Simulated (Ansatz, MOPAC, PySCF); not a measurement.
CH3Cl3Sn, SMILES `[CH3][Sn]([Cl])([Cl])[Cl]`, neutral singlet in the gas phase. In the def2 sets core potentials replace the inner electrons of Sn.

Cartesian coordinates (Å):
```xyz
8

C     -1.2497    -0.1435     0.0411
Sn     0.8581     0.0985    -0.0282
Cl     1.8484    -1.3138    -1.6010
Cl     1.4690     2.2786    -0.5968
Cl     1.8594    -0.3705     2.0276
H     -1.4717    -1.1837     0.3124
H     -1.6541     0.5442     0.7951
H     -1.6594     0.0901    -0.9501
```
Charge 0, multiplicity 1.

All levels are single points at this geometry (PBE0-D3(BJ)/def2-SVP); Pople sets use spherical d functions. Orbital energies aren't observables, and empty levels follow the basis.

PM3 in MOPAC gives HOMO (eV) = -11.36.

Task: Estimate the HOMO (eV) from each of these levels: B3LYP-D3(BJ)/def2-TZVP in Ansatz (a program for electronic structure); CAM-B3LYP-D3(BJ)/def2-TZVP in Ansatz; PBE-D3(BJ)/def2-TZVP in Ansatz; B3LYP/6-31G* (LANL2DZ on Sn) in PySCF; HF/6-31G* (LANL2DZ on Sn) in PySCF; AM1 in MOPAC; PM6 in MOPAC; PM7 in MOPAC.

Result: 
```json
[
 {"level": "B3LYP-D3(BJ)/def2-TZVP in Ansatz", "HOMO (eV)": "-8.83"},
 {"level": "CAM-B3LYP-D3(BJ)/def2-TZVP in Ansatz", "HOMO (eV)": "-10.41"},
 {"level": "PBE-D3(BJ)/def2-TZVP in Ansatz", "HOMO (eV)": "-7.74"},
 {"level": "B3LYP/6-31G* (LANL2DZ on Sn) in PySCF", "HOMO (eV)": "-8.97"},
 {"level": "HF/6-31G* (LANL2DZ on Sn) in PySCF", "HOMO (eV)": "-12.32"},
 {"level": "AM1 in MOPAC", "HOMO (eV)": "-11.08"},
 {"level": "PM6 in MOPAC", "HOMO (eV)": "-11.52"},
 {"level": "PM7 in MOPAC", "HOMO (eV)": "-11.35"}
]
```
